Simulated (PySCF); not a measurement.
## Kr²⁺: ionisation energy

Kr²⁺ [Ar] 3d10 4s2 4p4 (3P) → Kr³⁺ [Ar] 3d10 4s2 4p3 (4S), as a difference of total energies. All numbers are calculated (PySCF 2.14, scalar relativity by spin-free X2C-1e, in ANO-RCC-VTZP (6s5p3d1f, 43 functions)). Correlated levels: valence: [Ar] 3d10 frozen; valence and next inner shell: [Ne] frozen. The calculations carry no spin-orbit coupling.

```csv
method,ionisation energy (eV),plus first-order spin-orbit estimate,error of that sum (eV)
UHF,34.337,34.567,-1.271
LDA,35.828,36.058,+0.220
PBE,35.519,35.749,-0.089
PBE0,35.541,35.771,-0.067
r2SCAN,35.615,35.845,+0.007
M06-L,35.320,35.550,-0.288
LC-wPBE,35.704,35.934,+0.096
B2PLYP,35.447,35.677,-0.161
B3LYP,35.727,35.957,+0.119
ROHF,34.211,34.441,-1.397
MP2 (valence),35.041,35.271,-0.567
SCS-MP2 (valence),35.112,35.342,-0.496
MP2 (valence and next inner shell),35.125,35.355,-0.483
SCS-MP2 (valence and next inner shell),35.168,35.398,-0.440
```

Reference: 35.838 ± 0.02 eV (measured; NIST Atomic Spectra Database, ionization energies).

A first-order spin-orbit estimate (lowest level to lowest level, LS coupling) adds 0.230 eV.

Errors of the correlated levels include the incompleteness of this basis and the frozen core.
